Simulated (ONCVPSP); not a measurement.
# Varying the ONCV potential for Tl (Z = 81)

Base potential:

- Element: Tl (Z = 81)
- Generator: ONCVPSP 4.0.1
- Type: optimised norm-conserving Vanderbilt (ONCV)
- Functional: PBE
- Relativity: scalar-relativistic
- Frozen core: [Xe] 4f14
- Valence charge: 13
- Reference configuration: 5d10 6s1 (charge +2)
- Partial waves: 6s: rc 1.65 bohr, ncon 3, nbas 7, qcut 3.2 1/bohr, 2 projectors, debl 2.7 Ha; p scattering state at 0.1 Ha: rc 2.10 bohr, ncon 3, nbas 6, qcut 3.2 1/bohr, 2 projectors, debl 4 Ha; 5d: rc 2.15 bohr, ncon 4, nbas 9, qcut 7.8 1/bohr, 2 projectors, debl 0.4 Ha
- Local potential: polynomial inside 1.05 bohr (lpopt 5, dvloc0 1 Ha)
- Core correction: none

In the p channel the program set the typed energies aside and used 0.050, 4.050 Ha. In the d channel the program set the typed energies aside and used -1.219, 0.250 Ha.

All-electron outer shells of the reference configuration (PBE, scalar-relativistic, ld1.x):

| shell | level (eV) | outermost node (bohr) | outermost maximum (bohr) |
| --- | --- | --- | --- |
| 5p | -94.00 | 0.50 | 0.91 |
| 5d | -33.16 | 0.53 | 1.11 |
| 6s | -25.37 | 1.04 | 2.00 |

Cutoffs, loose and tight: the cutoffs (Ha) at which the residual kinetic energy of the hardest occupied pseudo-wave falls to 1 and 0.1 mHa per electron. They do not see the model core or the augmentation charge, which bear on the density cutoff. Test errors are all-electron minus pseudo excitation energies from the reference, over the configurations 5d10 6s2 6p1; 5d10 6s2; 5d10 6s0; 5d9 6s0. A dash means not determined; rows that change the core or the reference have their own tests. The largest error is taken over the tests solved by every variant that gives reliable tests at all: 5d10 6s0; 5d10 6s2; 5d9 6s0.

A true bound ghost makes a file unfit for plane-wave use even where its test errors are small: the radial tests pick states by their node count and pass the ghost by.

| change | outcome | cutoff, loose | cutoff, tight | bound ghosts | GHOST(+) flags above zero | largest test error (meV) |
| --- | --- | --- | --- | --- | --- | --- |
| base | generated, projector energies reset by the program | 34 Ha | 60 Ha | s, p | none | +19 |
| core correction Teter function, fcfact 2.75, rcfact 1.1 | generated, projector energies reset by the program | 34 Ha | 60 Ha | s, p | none | +18 |
| d: qcut 11 | failed: ERROR pspot: first pseudo wave function has node, program will stop | – | – | – | – | – |
| core [Xe] 4f14 5d10, valence charge 3; reference 6s2 6p1; waves now 6s: rc 1.90 bohr, ncon 3, nbas 8, qcut 3.3 1/bohr, 3 projectors, debl 3.5 Ha; 6p: rc 2.50 bohr, ncon 4, nbas 8, qcut 2.9 1/bohr, 1 projector; local potential polynomial inside 1.35 bohr (lpopt 5, dvloc0 0 Ha) | failed: ERROR pspot: first pseudo wave function has node, program will stop | – | – | – | – | – |
| local potential polynomial inside 1.10 bohr (lpopt 5, dvloc0 0 Ha) | generated, projector energies reset by the program | 34 Ha | 60 Ha | s, p | s | +19 |
| s: qcut 4.5; p: qcut 4.5; d: qcut 10.9 | failed: ERROR pspot: first pseudo wave function has node, program will stop | – | – | – | – | – |
| d: qcut 10.5 | generated, projector energies reset by the program | 34 Ha | 60 Ha | s, p | none | +19 |
| functional PBEsol | generated, projector energies reset by the program | 34 Ha | 60 Ha | s, p | none | +11 |

**Question.** What comes out with this change to the base: s: ncon 5, nbas 9?

**Answer.** outcome: failed: optimize: ERROR ps0norm > uunorm, code will stop. Cause: the continuity conditions at rc already need more norm inside rc than the all-electron wave has, so norm conservation cannot be met.

**Question.** What comes out with this change to the base: s: rc 1.5?

**Answer.** outcome: generated, projector energies reset by the program; cutoff, loose: 74 Ha; cutoff, tight: 98 Ha; bound ghosts: s, p; GHOST(+) flags above zero: s; largest test error (meV): +22.
